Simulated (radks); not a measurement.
Valence configurations of the praseodymium ion Pr+ (all share [Xe]). Method: Dirac Kohn-Sham, PBEsol, spin-unpolarised, spherical densities, finite nucleus; open shells fill j = l - 1/2 first; Fermi nuclear charge, rms radius 4.8919 fm; computed with a radial shooting solver on a logarithmic mesh with Libxc functionals. Energies are relative to 4f3 6s1; eigenvalues in eV.

| valence | E (eV) | e(4f5/2) | e(5d3/2) | e(6p1/2) | e(6s1/2) |
|---|---|---|---|---|---|
| 4f3 6s1 | 0.000 | -7.167 | - | - | -8.073 |
| 4f3 5d1 | 0.792 | -5.341 | -6.164 | - | - |
| 4f3 6s0.5 6p0.5 | 1.352 | -7.657 | - | -5.652 | -8.350 |
| 4f2 5d1 6s1 | 1.570 | -12.346 | -8.707 | - | -8.629 |
| 4f2 6s2 | 1.921 | -14.695 | - | - | -9.586 |
| 4f3 6p1 | 2.697 | -8.142 | - | -5.915 | - |
| 4f4 | 2.810 | -2.710 | - | - | - |
| 4f2 6s1.5 6p0.5 | 3.500 | -15.179 | - | -6.674 | -9.839 |
| 4f2 6s1 6p1 | 5.086 | -15.657 | - | -6.900 | -10.077 |
| 4f1.5 6s2 6p0.5 | 7.081 | -19.595 | - | -7.149 | -10.548 |

NIST lists [Xe] 4f3 6s1 as the ground configuration; this level of theory agrees among the configurations tried. The energies are those of spherical spin-averaged densities, not of single terms.
